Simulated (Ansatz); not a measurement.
Cost and result up the ladder for NbSF₃ (5 atoms). The state is a singlet with charge 0. Geometry: PBE-D4/def2-SVP.

Cartesian coordinates in Å:
```
Nb -0.019 0.086 0.020
S 0.435 -1.964 -0.456
F 0.015 1.058 -1.570
F 1.282 0.694 1.208
F -1.713 0.126 0.798
```

Ansatz on 4 threads of Arm Neoverse V1 on a shared host. Times are rough, and most runs start from the orbitals of an earlier one. PBE0-D4/def2-TZVPD serves as the yardstick here, not as an exact answer. Differences are given only for rows in sets of like size (and for xTB, whose basis is part of the method), since another set adds its own error. Binding counts from free atoms at the same level (Nb sextet, S triplet, F doublet; other spins of the atoms weren't run), without zero-point energy or a counterpoise term.

In the def2 sets Nb takes a core potential; there is no spin–orbit coupling. B3LYP takes the VWN-RPA correlation. Correlated methods freeze 8 core orbitals; core or outer-core shells of Nb are correlated, in sets that lack core-valence functions.

Correlated methods converge slowly with the basis.

| level | functions | binding energy per atom (eV) | difference from PBE0-D4/def2-TZVPD (eV) | remarks |
| --- | --- | --- | --- | --- |
| MP2/def2-TZVP | 170 | 5.00 | 0.33 | test for broken spin undecided |
| B3LYP-D4/def2-TZVP | 170 | 4.77 | 0.10 | – |
| r2SCAN-D4/def2-TZVPD | 206 | 4.84 | 0.16 | – |
| PBE-D4/def2-TZVP | 170 | 5.05 | 0.37 | – |
| r2SCAN-D4/def2-TZVP | 170 | 4.83 | 0.15 | – |
| CCSD(T)/def2-TZVPP | 191 | 4.72 | 0.04 | test for broken spin undecided |
| PBE-QIDH/def2-TZVP (with forces) | 170 | 4.65 | -0.03 | test for broken spin undecided |
| PBE0-D4/def2-TZVPD | 206 | 4.68 | 0.00 | – |
| BLYP-D4/def2-TZVP | 170 | 5.00 | 0.33 | – |
| PBE-D4/def2-SVP | 91 | 5.18 | – | – |
| B97M-V/def2-TZVP | 170 | 4.81 | 0.13 | – |
| RPA@PBE/def2-TZVP | 170 | 4.35 | -0.33 | – |
| LDA (SPW92)/def2-TZVP | 170 | 5.73 | 1.06 | – |
| HF/def2-TZVP | 170 | 2.87 | -1.80 | – |

(1) Estimate how long each takes.

Answers

(1) LDA (SPW92)/def2-TZVP 0.85 s; PBE-D4/def2-SVP 0.85 s; HF/def2-TZVP 1.2 s; PBE-D4/def2-TZVP 1.6 s; BLYP-D4/def2-TZVP 1.6 s; MP2/def2-TZVP 1.9 s; B3LYP-D4/def2-TZVP 2 s; PBE0-D4/def2-TZVPD 3.1 s; r2SCAN-D4/def2-TZVP 3.4 s; RPA@PBE/def2-TZVP 3.5 s; r2SCAN-D4/def2-TZVPD 4.6 s; B97M-V/def2-TZVP 5.5 s; PBE-QIDH/def2-TZVP (with forces) 9.5 s; CCSD(T)/def2-TZVPP 2.2 min. On shared hardware such times vary by a factor of up to 3.
